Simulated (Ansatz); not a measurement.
Ideal-gas functions of F₂H₃NSi (`N[SiH](F)F`) at 400 K and 1 bar, from an Ansatz frequency run at PBE0-D4/def2-TZVP.

Molar mass 83.11 g/mol, point group C1 (symmetry number 1), electronic degeneracy 1, moments of inertia 69.904, 79.309, 128.922 u Å². Harmonic wavenumbers (cm⁻¹, unscaled): 120, 274, 336, 346, 377, 734, 825, 846, 893, 956, 985, 1578, 2313, 3620, 3716.

Use S(trans) = R[1.5 ln M + 2.5 ln T − 1.1517]; rotational temperatures θ = 24.2544 K / I; S(rot) = R[ln(√π/σ · √(T³/θAθBθC)) + 1.5]; for each mode x = 1.438777 ν̃/T, S = R[x/(eˣ − 1) − ln(1 − e⁻ˣ)] and H = RT x/(eˣ − 1); 1 cm⁻¹ = 0.0119627 kJ/mol; R = 8.31446 J/(mol·K).

By hand: the entropy, in J/(mol·K).

Translation 170.1. Rotation: θ = 0.347, 0.3058, 0.1881 K, giving 108.2. Vibration, mode by mode: 15.36, 8.76, 7.23, 7.01, 6.39, 2.30, 1.78, 1.67, 1.46, 1.22, 1.12, 0.19, 0.02, 0.00, 0.00, in all 54.5. Electronic 0.0. Sum 332.8 J/(mol·K).

By hand: H − E and G − E in kJ/mol, counted from the electronic energy.

Zero-point energy ½ × 17919 × 0.0119627 = 107.2; thermal vibration 12.5; translation, rotation and pV give 4 RT = 13.3. H − E = 133.0 kJ/mol, and G − E = 133.0 − 400 × 332.8/1000 = -0.1 kJ/mol.

Vibration gives 16 % of the entropy, 15.4 J/(mol·K) of it from the mode under 150 cm⁻¹: soft modes count most, and the harmonic formula is weakest for them. The sum counts one conformer and one mirror image; others add a mixing term.
